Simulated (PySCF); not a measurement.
## Electron correlation in Ca⁻ (calcium, charge -1)

[Ar] 3d1 4s2, 2D determinant. Computed with PySCF 2.14 in aug-cc-pVTZ-X2C (7s6p4d2f, 59 functions), with scalar relativity by spin-free X2C-1e. Frozen: [Ar]; 3 electrons correlated.

MP2 pair energies summed by pair of shells (mhartree):

```
 pair  energy  share (%)
4s-4s  -19.85       83.3
3d-4s   -3.99       16.7
```

Total MP2 correlation energy: -23.84 mhartree.

Same-spin part -1.40 and opposite-spin part -22.44 mhartree; SCS-MP2 scales them by 1/3 and 6/5 to -27.39 mhartree.

The Hartree-Fock reference does not bind the outermost electron (its level is positive or very diffuse), so these energies belong to a reference that the basis holds together.
